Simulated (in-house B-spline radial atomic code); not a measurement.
LDA VWN5 excitations of the aluminium ion Al⁺

Method: LDA VWN5. Computed with a B-spline radial code for spherical atoms: linear response of the closed shell [Ne] 3s2 with the functional's adiabatic kernel; scalar-relativistic (spin-free one-electron X2C), finite nucleus, no spin-orbit coupling, no double excitations, S, P, D and F terms only.

Command:
```bash
python run_td.py task.json out
```
Settings (radii: box in bohr, nucleus in fm):
```
Z                        13
electrons                12
configuration            [Ne] 3s2
hamiltonian              x2c
method                   lda,vwn
box_radius               41.61
rms_radius               3.061
intervals                76
```

Time taken, with all properties: 0.3 s on 1 thread of Intel(R) Xeon(R) Platinum 8488C (Sapphire Rapids), with other jobs on the host.

The lowest states, in the order of their Tamm-Dancoff energies; the method's threshold (minus the highest occupied level) is 14.915 eV. Labels give the largest channel, * marks a mixed state, and oscillator strengths are full-response dipole values. Measured ¹D terms are left out, since they can mix with doubly excited terms. Semilocal kernels can invert the small singlet-triplet splittings of Rydberg terms. Energies in eV:

```json
{"state": "3s → 3p 3P", "full response": "4.688", "Tamm-Dancoff": "4.800", "oscillator strength": "-", "measured (J-weighted term)": "4.651"}
{"state": "3s → 3p 1P", "full response": "7.508", "Tamm-Dancoff": "7.868", "oscillator strength": "1.74", "measured (J-weighted term)": "7.421"}
{"state": "3s → 4s 3S", "full response": "11.005", "Tamm-Dancoff": "11.010", "oscillator strength": "-", "measured (J-weighted term)": "11.317"}
{"state": "3s → 3d 3D", "full response": "11.288", "Tamm-Dancoff": "11.310", "oscillator strength": "-", "measured (J-weighted term)": "11.847"}
{"state": "3s → 4s 1S", "full response": "11.363", "Tamm-Dancoff": "11.379", "oscillator strength": "-", "measured (J-weighted term)": "11.822"}
{"state": "3s → 3d 1D", "full response": "11.666", "Tamm-Dancoff": "11.672", "oscillator strength": "-", "measured (J-weighted term)": "-"}
{"state": "3s → 4p 3P", "full response": "12.364", "Tamm-Dancoff": "12.370", "oscillator strength": "-", "measured (J-weighted term)": "13.075"}
{"state": "3s → 4p 1P", "full response": "?", "Tamm-Dancoff": "?", "oscillator strength": "?", "measured (J-weighted term)": "?"}
{"state": "3s → 5s 3S", "full response": "?", "Tamm-Dancoff": "?", "oscillator strength": "-", "measured (J-weighted term)": "?"}
{"state": "3s → 5s 1S", "full response": "13.457", "Tamm-Dancoff": "13.461", "oscillator strength": "-", "measured (J-weighted term)": "15.048"}
```

(1) Where does 3s → 5s 3S lie?

(2) Where does 3s → 4p 1P lie?

(3) How large is the singlet-triplet splitting of 3s → 3p (P terms) in Tamm-Dancoff?

(4) What polarisabilities and dispersion coefficient does the method give?

Results:

(1) At 13.381 eV in full response, 13.382 eV in Tamm-Dancoff; measured 14.890 eV.

(2) At 12.518 eV in full response, 12.560 eV in Tamm-Dancoff, oscillator strength 0.00639; measured 13.257 eV.

(3) 3.07 eV, from the unrounded values.

(4) Dipole 23.31 bohr³, quadrupole 125.2 bohr⁵, C6 115.9 hartree·bohr⁶ for two such species.
